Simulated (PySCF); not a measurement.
Static response to an electric field

Species: C₃H₁₀N₂Si.
Cartesian coordinates in Å at the GFN2-xTB level; atoms count from 1:
```
atom  x, y, z in Å
C1     2.6101   -1.2617   -0.3267
N2     1.4304   -0.8962   -0.4786
Si3    0.3814    0.0876    0.4856
C4     0.2656    1.7512   -0.4364
N5    -1.0529   -0.8609    0.5229
C6    -2.3129   -0.3489    0.9985
H7     3.0907   -1.8537   -1.1033
H8     3.2308   -1.0379    0.5467
H9     0.7523    0.3314    1.8885
H10   -0.5470    2.3504   -0.0365
H11    1.1783    2.3325   -0.3471
H12    0.0742    1.6006   -1.4952
H13   -1.1739   -1.5500   -0.2035
H14   -2.1269    0.3153    1.8396
H15   -2.8574    0.2173    0.2330
H16   -2.9505   -1.1680    1.3375
```

Level: PBE0/def2-SVPD (PySCF), static field, nuclei fixed, core orbitals frozen in the response. The polarisability tensor in these axes (au):

```
x   93.70 -7.85 -4.88
y   -7.85 75.93  0.47
z   -4.88  0.47 69.42
```

Q: What are the eigenvalues, a third of the trace, and Δα (Δα² = ½Σ(αi − αj)² over the three pairs)?

A: Principal values 68.27, 73.30 and 97.46 au; mean 79.68 au = 11.81 Å³ = 13.14 × 10⁻⁴⁰ C²·m²/J; Δα = 27.03 au (34 % of the mean).

Q: What is the dipole moment, and where does it point?

A: (0.34, 0.15, -0.04) D, 0.38 D in size, pointing from the negative to the positive side. Measured along this direction, the outermost atoms are H16 at the negative end and H8 at the positive end.

Q: What depolarisation ratio follows for Rayleigh scattering of linearly polarised light, taking the static tensor?

A: ρ = 3Δα²/(45ᾱ² + 4Δα²) = 2191.7/(285699 + 2922.3) = 0.00759.

Q: Give the eigenvalues of the traceless quadrupole moment Θ = ½Σq(3rr − r²1), origin at the centre of nuclear charge.

A: -6.25, -1.61, 7.85 D·Å. The values depend on the origin, since the dipole doesn't vanish. The electronic extent ⟨r²⟩ about the same centre is 906 bohr², a root-mean-square distance of 2.13 Å for the 56 electrons.

Q: Molar refractivity from α?

A: Lorentz–Lorenz: R = (4π/3)N_A α = 2.5225 cm³/(mol·Å³) × 11.81 Å³ = 29.8 cm³/mol, in the limit of long wavelengths.

The structure is a single GFN2-xTB conformer in the gas phase; no vibrational or solvent corrections.

These values come from a run that also computed excited states. Cost: about 60 s of CPU time on one thread; the machine was shared, so the figure is rough.
